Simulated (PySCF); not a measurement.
PySCF job for FGeH6NSi, SMILES [GeH3][NH][SiH2]F, C-PCM-ωB97X/def2-SVP. Geometry: B3LYP-D3(BJ)/def2-SVP. This is a generated structure with no PubChem entry under its InChIKey; it may be hypothetical. The values are those of a single conformer.

```python
import numpy as np
from pyscf import gto, scf, dft
from pyscf.solvent import pcm

mol = gto.M(
    atom='''
    Si    1.72122088   -0.44707022    0.12209449
    F     2.13255172   -0.70242839   -1.43839397
    N     0.39786710    0.63342541    0.29731524
    Ge   -1.41461632    0.24276555    0.21360214
    H     2.92213309    0.13850497    0.77087135
    H     1.33337400   -1.76879133    0.67170542
    H     0.61737811    1.62732417    0.27532894
    H    -2.02305855    0.70916903   -1.12684547
    H    -2.13438337    0.95716909    1.37623503
    H    -1.52284844   -1.28501254    0.35245274
    ''',
    basis='def2-SVP',
    charge=0,
    spin=0,
    max_memory=1600,
    verbose=3,
)
mf = dft.RKS(mol, xc='wb97x').density_fit(auxbasis='def2-universal-jkfit')
mf.grids.level = 3
mf.conv_tol = 1e-9
mf.max_cycle = 100
mf.kernel()
res = {}
for name, eps in {'water': 78.355, 'n-hexane': 1.8819, 'cyclohexanone': 15.619}.items():
    s = mf.PCM()
    s.with_solvent.method, s.with_solvent.eps, s.with_solvent.lebedev_order = 'C-PCM', eps, 29
    s.kernel(mf.make_rdm1())
    res[name] = (s.e_tot, eps, s.dip_moment(), s.mo_energy, s.converged)
    print(f'{name}: electrostatic solvation free energy {(s.e_tot - mf.e_tot) * 627.509474:.3f} kcal/mol')
```

Program output:

```
converged SCF energy = -2524.31126269854

WARN: PCM is an experimental feature. It is still in testing.
Features and APIs may be changed in the future.

converged SCF energy = -2524.31635300975
Dipole moment(X, Y, Z, Debye): -1.30277,  1.49531,  1.44172
water: electrostatic solvation free energy -3.194 kcal/mol

WARN: PCM is an experimental feature. It is still in testing.
Features and APIs may be changed in the future.

converged SCF energy = -2524.31355635048
Dipole moment(X, Y, Z, Debye): -1.21953,  1.31629,  1.32010
n-hexane: electrostatic solvation free energy -1.439 kcal/mol

WARN: PCM is an experimental feature. It is still in testing.
Features and APIs may be changed in the future.

converged SCF energy = -2524.31606275508
Dipole moment(X, Y, Z, Debye): -1.29406,  1.47518,  1.42846
cyclohexanone: electrostatic solvation free energy -3.012 kcal/mol
```

The run converged.

Cost: about 70 core-seconds (a rough figure).
